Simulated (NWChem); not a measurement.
## Atomisation of GeS

```xyz
2

Ge     0.0000     0.0000     0.6811
S      0.0000     0.0000    -1.3622
```
Charge 0, spin multiplicity 1.

All runs are NWChem calculations. Structure: optimised with PBE/def2-SVP, a minimum by its harmonic frequencies.

Basis set: def2-TZVP. The atomisation energy is electronic alone: no zero-point, thermal, spin-orbit or counterpoise terms. No value is extrapolated to the basis-set limit. Free atoms are single determinants with multiplicities Ge 3, S 3. Correlated methods freeze the same cores in atoms and molecule, 14 orbitals in all.

The Hamiltonian is non-relativistic. The structure started from a generated list of species. The stability of the SCF solutions was not checked. Open-shell Hartree-Fock references start from PBE0 orbitals. No row is a measurement; the coupled-cluster row has its own basis-set and correlation limits.

### Question
For the atomisation energy, CCSD(T) gives 127.0 kcal/mol and HF gives 74.5 kcal/mol. What do PBE0, LC-wPBE (omega 0.3 per bohr), BP86 give?

### Answer
PBE0: 130.2 kcal/mol; LC-wPBE (omega 0.3 per bohr): 125.7 kcal/mol; BP86: 138.2 kcal/mol.
